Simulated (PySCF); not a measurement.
Computed shifts of a molecule C₃HBrClF, PySCF with PBE0/pcSseg-1, GIAO, gas phase, atoms alike by connectivity averaged where their shifts nearly agree, in ppm (number of nuclei): ¹⁹F: -137.6 (1). ¹³C: 207.8 (1), 139.6 (1), 123.4 (1). ¹H: 7.66 (1). References: ¹⁹F against CFCl3 (σ = 167.2 ppm); ¹³C against TMS (σ = 186.3 ppm); ³⁵Cl against HCl (σ = 945.9 ppm); ¹H against TMS (σ = 31.56 ppm), references at their B3LYP-D3(BJ)/def2-TZVP geometries, non-relativistic (without spin–orbit terms, shifts of atoms bonded to Cl or Br come out too high). Geometry optimised at ωB97X-D3(BJ)/def2-SVP. One conformer was computed; it need not be the lowest.

**Question.** Identify the compound among the candidates.
A. FC=C=C(Cl)Br
B. FC(Br)=C=CCl
C. FC(Cl)=C=CBr

**Answer.** A, FC=C=C(Cl)Br
